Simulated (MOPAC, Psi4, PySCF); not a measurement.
Complex: CH4O (SMILES CO) (first 6 atoms) with CH3Cl (SMILES CCl); geometry from B3LYP-D3(BJ)/def2-TZVP, rigid monomers moved along the line of their centres of mass till H6···Cl8 is 2.27 Å.
(charge 0, multiplicity 1):
| atom | x (Å) | y (Å) | z (Å) |
|---|---|---|---|
| C | -0.5214 | -0.4572 | -0.3172 |
| O | 0.1351 | 0.7332 | 0.0935 |
| H | 0.1623 | -1.1503 | -0.8191 |
| H | -1.2980 | -0.1669 | -1.0238 |
| H | -0.9915 | -0.9787 | 0.5242 |
| H | 0.7973 | 0.4967 | 0.7548 |
| C | -0.6028 | 0.9714 | 3.0881 |
| Cl | 0.8759 | -0.0514 | 2.9589 |
| H | -0.3649 | 1.8220 | 3.7190 |
| H | -0.8691 | 1.2879 | 2.0842 |
| H | -1.3871 | 0.3678 | 3.5339 |

Interaction energies are E(AB) − E(A) − E(B) at the monomers' geometry in the complex; basis-set methods are counterpoise corrected. Rows marked so take none.

Cores are frozen in the correlated methods. Rows in 6-31G* carry no dispersion term and start afresh at each structure (6-31G* with six Cartesian d functions). The state that PM3 reach isn't checked.

Run with MOPAC for PM3 (differences of heats of formation); Psi4 for SAPT; PySCF for 6-31G* rows. Values without a source in brackets are computed.

Problem. Predict the interaction energy from SAPT0/jun-cc-pV(D+d)Z.

Solution. -84 meV

Problem. Predict the interaction energy from BP86/6-31G* (no counterpoise).

Solution. -115 meV

Problem. Estimate the interaction energy that PM3 returns for this input.

Solution. 3 meV
